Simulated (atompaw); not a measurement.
# What one change does to a pseudopotential (iridium (Ir), PAW (atompaw))

- Element: iridium (Ir)
- Generator: atompaw 4.2.0.5
- Type: PAW
- Functional: PBE
- Relativity: scalar-relativistic
- Frozen core: [Kr] 4d10 4f14
- Valence charge: 17
- Reference configuration: 5s2 5p6 5d6 6s0 6p0 (charge +3)
- Partial waves: 5s (bound): rc 1.40 bohr; 6s (bound, empty): rc 1.70 bohr; 5p (bound): rc 1.80 bohr; 6p (bound, empty): rc 1.80 bohr; 5d (bound): rc 1.75 bohr; 5d channel at -2.35 Ry: rc 1.80 bohr
- Local potential: bessel scheme, radius 1.55 bohr
- Core correction: smooth core density matched at 1.60 bohr
- Augmentation charge: sinc compensation charge, radius 1.35 bohr; PAW radius 1.80 bohr; waves and projectors: custom rrkj vanderbiltortho

Change: all radii scaled by about 1.18 (s 1.66, p 2.12, d 2.06 bohr); local potential bessel scheme, radius 1.82 bohr; augmentation sinc compensation charge, radius 1.60 bohr; PAW radius 2.12 bohr; waves and projectors: custom rrkj vanderbiltortho; core correction smooth core density matched at 1.88 bohr.

Cutoffs: the cutoffs (Ry, on a coarse ladder) from which the occupation-weighted sum of valence levels, in a spherical-Bessel basis at the reference potential, stays within 10 and 1 mRy of its value at 400 Ry; they do not see the model core or the augmentation charge, which bear on the density cutoff.

Q: What does the change do?

A: The potential gets softer (35 Ry and 70 Ry → 30 Ry and 45 Ry); neither file shows a bound ghost. A larger radius leaves more room for a smooth pseudo-wave, so fewer plane waves are needed.

| quantity | base | changed |
| --- | --- | --- |
| cutoff, loose | 35 Ry | 30 Ry |
| cutoff, tight | 70 Ry | 45 Ry |
| loose cutoff by channel (10 mRy a level) | s 25 Ry, p 21 Ry, d 30 Ry | s 18 Ry, p 15 Ry, d 21 Ry |
| bound ghosts | none | none |
| lowest overlap eigenvalue by channel | s 0.10, p 0.11, d 0.62 | s 0.45, p 0.74, d 0.81 |

 The cutoffs see the waves, projectors and local potential, not the compensation charge or the core.
